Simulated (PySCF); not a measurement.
C₂H₇Al, triplet, at a GFN2-xTB geometry (such geometries of metal compounds can be far from the true shape) (a higher spin typed on purpose: for a closed-shell molecule this is an excited state); DF-HF/cc-pVDZ run with PySCF.

PySCF was given this input:
```python
from pyscf import gto, scf

mol = gto.M(
    atom='''
Al    0.409585   -0.183141   -0.805116
C    -0.580976   -1.242085    0.751100
H    -0.376977   -2.265415    0.446223
H    -1.649395   -1.049269    0.748684
H    -0.150664   -1.050988    1.728693
C    -0.156995    1.518209    0.338901
H     0.325002    2.304755   -0.236247
H     0.240653    1.496650    1.348250
H    -1.233952    1.655441    0.344786
H     1.948551   -0.367078   -0.453892
''',
    basis='cc-pvdz',
    charge=0,
    spin=2,
    verbose=4,
)

mf = scf.UHF(mol)
mf = mf.density_fit(auxbasis='def2-universal-jkfit')
mf.kernel()
```

Predict the main parts of the log of this PySCF run.


```
PySCF version 2.14.0

[INPUT] verbose = 4
[INPUT] num. atoms = 10
[INPUT] num. electrons = 32
[INPUT] charge = 0
[INPUT] spin (= nelec alpha-beta = 2S) = 2
[INPUT] symmetry False subgroup None
[INPUT] Mole.unit = angstrom
[INPUT] Symbol           X                Y                Z      unit          X                Y                Z       unit  Magmom
[INPUT]  1 Al     0.409585000000  -0.183141000000  -0.805116000000 AA    0.774003474730  -0.346086332179  -1.521448738505 Bohr   0.0
[INPUT]  2 C     -0.580976000000  -1.242085000000   0.751100000000 AA   -1.097885524945  -2.347200473430   1.419373292161 Bohr   0.0
[INPUT]  3 H     -0.376977000000  -2.265415000000   0.446223000000 AA   -0.712383285260  -4.281013908482   0.843239260482 Bohr   0.0
[INPUT]  4 H     -1.649395000000  -1.049269000000   0.748684000000 AA   -3.116904821227  -1.982831040996   1.414807713844 Bohr   0.0
[INPUT]  5 H     -0.150664000000  -1.050988000000   1.728693000000 AA   -0.284713696831  -1.986079480204   3.266756323453 Bohr   0.0
[INPUT]  6 C     -0.156995000000   1.518209000000   0.338901000000 AA   -0.296677552926   2.868999209850   0.640430073341 Bohr   0.0
[INPUT]  7 H      0.325002000000   2.304755000000  -0.236247000000 AA    0.614164769936   4.355355734222  -0.446442127750 Bohr   0.0
[INPUT]  8 H      0.240653000000   1.496650000000   1.348250000000 AA    0.454768261055   2.828258604330   2.547823247445 Bohr   0.0
[INPUT]  9 H     -1.233952000000   1.655441000000   0.344786000000 AA   -2.331831330859   3.128330105376   0.651551111584 Bohr   0.0
[INPUT] 10 H      1.948551000000  -0.367078000000  -0.453892000000 AA    3.682227729747  -0.693676886353  -0.857731570131 Bohr   0.0

nuclear repulsion = 95.1337378769856
number of shells = 36
number of NR pGTOs = 142
number of NR cGTOs = 81
basis = cc-pvdz
ecp = {}

******** <class 'pyscf.df.df_jk.DFUHF'> ********
method = DFUHF
initial guess = minao
damping factor = 0
level_shift factor = 0
DIIS = <class 'pyscf.scf.diis.CDIIS'>
diis_start_cycle = 1
diis_space = 8
diis_damp = 0
SCF conv_tol = 1e-09
SCF conv_tol_grad = None
SCF max_cycles = 50
direct_scf = False
number electrons alpha = 17  beta = 15
Set gradient conv threshold to 3.16228e-05
******** <class 'pyscf.df.df.DF'> ********
auxbasis = def2-universal-jkfit
init E= -321.49719316093

cycle= 1 E= -321.558455747095  delta_E= -0.0613  |g|= 0.203  |ddm|= 1.75
cycle= 2 E= -321.602988397795  delta_E= -0.0445  |g|= 0.0728  |ddm|= 0.347
cycle= 3 E= -321.609752858729  delta_E= -0.00676  |g|= 0.0291  |ddm|= 0.146
cycle= 4 E= -321.610820669193  delta_E= -0.00107  |g|= 0.0113  |ddm|= 0.0544
cycle= 5 E= -321.611099993565  delta_E= -0.000279  |g|= 0.00465  |ddm|= 0.0322
cycle= 6 E= -321.61115361411  delta_E= -5.36e-05  |g|= 0.00188  |ddm|= 0.0138
cycle= 7 E= -321.611163517997  delta_E= -9.9e-06  |g|= 0.000623  |ddm|= 0.00656
cycle= 8 E= -321.611164628471  delta_E= -1.11e-06  |g|= 0.000183  |ddm|= 0.00219
cycle= 9 E= -321.611164729452  delta_E= -1.01e-07  |g|= 5.15e-05  |ddm|= 0.000772
cycle= 10 E= -321.61116473695  delta_E= -7.5e-09  |g|= 1.74e-05  |ddm|= 0.000207
cycle= 11 E= -321.611164737761  delta_E= -8.11e-10  |g|= 7.84e-06  |ddm|= 5.39e-05
Extra cycle  E= -321.611164737872  delta_E= -1.11e-10  |g|= 5.05e-06  |ddm|= 1.29e-05
converged SCF energy = -321.611164737872  <S^2> = 2.0388729  2S+1 = 3.0258043
```
